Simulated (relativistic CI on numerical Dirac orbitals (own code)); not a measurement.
**Ce III: computed level list**

Method of calculation: Dirac-Coulomb-Breit CI, orbitals from a KLI potential per configuration, model QED (radiative potential, 1s self-energy scaled to tabulated hydrogen-like ionisation energies), valence Slater integrals scaled by 0.85 (own radial code, finite nucleus).

Configuration list (outside the closed core [Xe]): 4f².

The lowest level is 4f² ³H4, with 97 % of that term; Hund's rules for 4f² give ³H with J = 4, in agreement.

```tsv
No.	Configuration	Term	J	E (eV)	%	Next component (%)	Landé g
1	4f²	³H	4	0.0000	97	3 ¹G	0.804
2	4f²	³H	5	0.1800	100		1.033
3	4f²	³H	6	0.3704	100		1.166
4	4f²	³F	2	0.5594	99	1 ¹D	0.670
5	4f²	¹G	4	0.6612	53	45 ³F	1.108
6	4f²	³F	3	0.6712	100		1.083
7	4f²	³F	4	0.9074	55	44 ¹G	1.136
8	4f²	¹D	2	1.9110	94	4 ³P	1.017
9	4f²	¹I	6	2.2746	100		1.000
10	4f²	³P	0	2.4177	99	1 ¹S	
11	4f²	³P	1	2.4612	100		1.501
12	4f²	³P	2	2.5438	96	4 ¹D	1.478
13	4f²	¹S	0	5.2349	99	1 ³P
```

Energies count from the lowest computed level.

The mean weight of the leading LS term, summed over parents, in these 13 levels is 92 %, and that of the leading jj configuration (from the same eigenvectors) 79 %, so LS coupling describes them better.

One configuration and one scale for all Slater integrals: terms of lower spin can come out thousands of cm⁻¹ low, and their order can be wrong. 11 of the 29 excited levels that our extract of the measured tables holds in this range could be paired (the sources list more); they are missed by 2433 cm⁻¹ on average and 9383 at most, and levels without a partner can miss by more. Some levels of the ground configuration have no partner and can miss by 10 % or more.

Landé's interval rule says that E(J) − E(J−1) = AJ with one A. For the ground term the intervals give A = 290.3, 256.1 cm⁻¹ for J = 5, 6; the multiplet is regular.

LS names give the leading component of a level, which can be under half, so a name can repeat, a term be missing and a line seem to break the LS rules.
